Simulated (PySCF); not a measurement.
## `P[BH2-][AsH3+]`: 4 charge schemes on one density

Compound: AsBH7P.
Atom-mapped SMILES: `[PH2:1][BH2-:2][AsH3+:3]` (hydrogens: H4, H5 on P1; H6, H7 on B2; H8, H9, H10 on As3)

Structure used (PBE0-D3(BJ)/def2-SVP), in Å, numbered top down from 1:
```xyz
10
AsBH7P angstrom
P      1.6833    0.7676    0.6058
B      0.4328   -0.6254   -0.0322
As    -1.4272    0.0220    0.5575
H      2.8691    0.0120    0.3654
H      1.8018    1.5276   -0.5985
H      0.3066   -0.8085   -1.2290
H      0.5425   -1.6462    0.6278
H     -2.6336   -0.8157    0.2073
H     -1.9107    1.3654    0.0674
H     -1.6548    0.2062    2.0362
```

Density: PBE0/pcSseg-1 (PySCF); schemes: Mulliken, IAO, Hirshfeld and ESP-fitted. Geometry: PBE0-D3(BJ)/def2-SVP, one conformer, isolated molecule. The calculation is non-relativistic, for arsenic too.

Problem. Do the Mulliken, IAO, Hirshfeld and ESP-fitted schemes agree on where the charge is highest?

Solution. The schemes don't all agree: Mulliken H10 (+0.100); IAO As3 (+0.598); Hirshfeld As3 (+0.352); ESP-fitted As3 (+0.370).

Problem. At which atom do the 4 schemes differ most?

Solution. At B2: from -0.586 (IAO) to +0.202 e (ESP-fitted), 0.788 e apart.

Problem. Give the atomic charges in each scheme.

Solution. In e:

```csv
atom,environment,Mulliken,IAO,Hirshfeld,ESP-fitted
P1,three-coordinate phosphorus,-0.173,-0.009,-0.062,-0.503
B2,four-coordinate boron,-0.272,-0.586,-0.121,+0.202
As3,arsenic bonded to B and 3 H,-0.005,+0.598,+0.352,+0.370
H4,P–H hydrogen,+0.053,-0.001,-0.013,+0.131
H5,P–H hydrogen,+0.031,-0.022,-0.028,+0.103
H6,B–H hydrogen,+0.036,+0.017,-0.082,-0.189
H7,B–H hydrogen,+0.040,+0.025,-0.076,-0.123
H8,hydrogen on As3,+0.094,-0.008,+0.010,-0.011
H9,hydrogen on As3,+0.095,-0.009,+0.009,+0.017
H10,hydrogen on As3,+0.100,-0.003,+0.012,+0.002
```

Mean size of the charges over all atoms: ESP-fitted 0.165 e, IAO 0.128 e, Mulliken 0.090 e, Hirshfeld 0.077 e. Each set sums to the total charge, 0, to within 0.001 e. The ESP scheme fits charges at the nuclei, held to the total charge, to the electrostatic potential on points at 1.4 to 2.0 times the van der Waals radii. The Mulliken scheme gives each basis function's population to the atom it is centred on and halves the overlap population of two atoms between them.

Problem. Sum the charges by element, for elements with more than one atom.

Solution. 
```tsv
element	atoms	Mulliken	IAO	Hirshfeld	ESP-fitted
H	7	+0.450	-0.002	-0.168	-0.069
```

Problem. How many electrons does the IAO scheme count on As3?

Solution. Z − q = 33 − (+0.598) = 32.402.
